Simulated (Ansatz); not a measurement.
H6Si2Te, SMILES `[SiH3][SiH2][TeH]` at its PBE0-D4/def2-TZVP geometry, where that method's forces vanish. Charge 0, multiplicity 1. Te: def2 effective core potential.

```xyz
9

Si   -0.1834    0.5441    1.5125
Si    0.2306    0.2094   -0.7634
Te   -0.3443   -2.1749   -1.2473
H     0.1317    1.9486    1.8866
H     0.6623   -0.3755    2.3182
H    -1.6143    0.2710    1.8092
H    -0.6058    1.1213   -1.5885
H     1.6598    0.4715   -1.0804
H     0.0634   -2.0156   -2.8468
```

(1) What forces (eV/Å) does r2SCAN-D4/def2-TZVPP give on these atoms in the Gaussian-basis code of Ansatz? (An estimate is asked.)

Results:

(1) Computed: 
```
Si1 -0.002  0.002  0.011
Si2  0.016  0.047 -0.009
Te3 -0.024 -0.070  0.019
H4  -0.008 -0.026  0.002
H5  -0.019  0.020 -0.008
H6   0.028  0.007  0.002
H7   0.017  0.002  0.009
H8  -0.015  0.012  0.001
H9   0.007  0.005 -0.026
```
